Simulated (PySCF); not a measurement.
Atoms are numbered as in `[SiH3:1][CH2:2]/[CH:3]=[N:4]/[SiH2:5][PH2:6]`. Each H is labelled by its parent atom.

Computational details: coordinates at the GFN2-xTB level, σ from GIAO-PBE0/pcSseg-1, in PySCF 2.14 (single conformer, equivalent nuclei averaged, no relativistic terms, in vacuum).

Shifts are taken against calculated references (same method and geometry level): 13C and 1H and 29Si vs TMS; 15N vs NH3; 31P against H3PO4.

```tsv
atoms	nucleus	count	Hirshfeld charge	δ (ppm)
C3	13C	1	0.07	180.6
H(Si1)	1H	3	-0.07	3.94
H(C3)	1H	1	0.04	?
C2	13C	1	-0.16	31.9
P6	31P	1	-0.03	-290.3
H(C2)	1H	2	0.05	?
Si1	29Si	1	0.33	?
H(Si5)	1H	2	-0.09	5.58
Si5	29Si	1	0.31	-44.7
H(P6)	1H	2	-0.01	0.90
N4	15N	1	-0.25	366.7
```

Complete the table.

Results:


- H(C3): 8.79 ppm, hydrogen on a C=N carbon
- H(C2): 2.28 ppm, hydrogen on an sp3 CH2 bonded to Si
- Si1: -71.0 ppm, silicon bonded to C, 3 H

Shifts are as computed. Against solution values, carbons near 30 ppm lie about +3 ppm off and those near 130 ppm about +5 ppm. Of 1309 compounds with measured shifts, 239 miss one by over three times the rms of a fit or turn the order of signals round; such compounds aren't used in these exercises. Experimental scales use liquid or dissolved standards, which lie at an offset from isolated NH3 (liquid NH3: subtract about 20 ppm) and H3PO4. Unscaled 15N shifts of sp2 nitrogen come out 20 to 40 ppm too high even then.
